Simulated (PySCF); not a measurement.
# Distorted geometries of Cs2O(H2O)2

Cs2O(H2O)2 (singlet; a saddle point, relaxed within its symmetry). PySCF 2.14.0, RKS BP86, Cs def2-SVP with ECP46, O def2-SVP, H def2-SVP; non-relativistic Hamiltonian with scalar-relativistic core potentials where named; density fitting; no spin-orbit coupling. Relaxed geometry:

```xyz
9

Cs    0.0000    0.0000    2.5166
Cs    0.0000    0.0000   -2.5166
O     0.0000    0.0000    0.0000
O     0.0000    0.0000    5.8368
H     0.7650    0.0000    6.4472
H    -0.7650    0.0000    6.4472
O     0.0000    0.0000   -5.8368
H     0.7650    0.0000   -6.4472
H    -0.7650    0.0000   -6.4472
```

**Question.** Order these distorted geometries by energy above the relaxed one, lowest first.
A.
```xyz
9

Cs   -0.0382    0.0198    2.4862
Cs    0.1159   -0.0931   -2.4674
O    -0.0288    0.0152   -0.1305
O    -0.0473    0.0230    5.9137
H     0.8324   -0.0314    6.4686
H    -0.8569   -0.0064    6.4641
O    -0.0740   -0.0026   -5.8332
H     0.8256    0.1186   -6.4418
H    -0.7286   -0.0432   -6.4596
```
B.
```xyz
9

Cs    0.0776    0.0298    2.4884
Cs   -0.0397   -0.0027   -2.4816
O     0.0134   -0.0153    0.0399
O    -0.0187    0.0377    5.8032
H     0.6974    0.0034    6.4304
H    -0.8340   -0.0370    6.4342
O    -0.0166    0.0334   -5.8504
H     0.8574   -0.0617   -6.4581
H    -0.7369    0.0123   -6.4061
```
C.
```xyz
9

Cs   -0.0086   -0.0794    2.4639
Cs   -0.0808    0.0035   -2.5514
O    -0.0238    0.0570    0.0463
O    -0.0104    0.0143    5.9123
H     0.7519    0.0014    6.4152
H    -0.6175   -0.0027    6.4155
O    -0.0422    0.0150   -5.8643
H     0.7784    0.0223   -6.4162
H    -0.7470   -0.0314   -6.4213
```

**Answer.** B (0.40 eV), A (0.67 eV), C (1.69 eV).

**Question.** Which forces (eV/Å) act in the one that lies 0.40 eV up?

**Answer.** 
```
Cs   0.03  0.02  0.41
Cs  -0.01  0.00 -0.03
O   -0.02 -0.02 -0.42
O   -2.74 -0.12  0.47
H    1.14 -0.04  0.87
H    1.59  0.16 -1.34
O    5.87 -0.14  1.29
H   -2.85  0.27  1.57
H   -3.02 -0.13 -2.82
```
Forces carry noise of the integration grid, about 0.01 to 0.03 eV/Å.

The gap of the closed shell is small, and it wasn't tested for a lower spin-broken solution at this geometry.
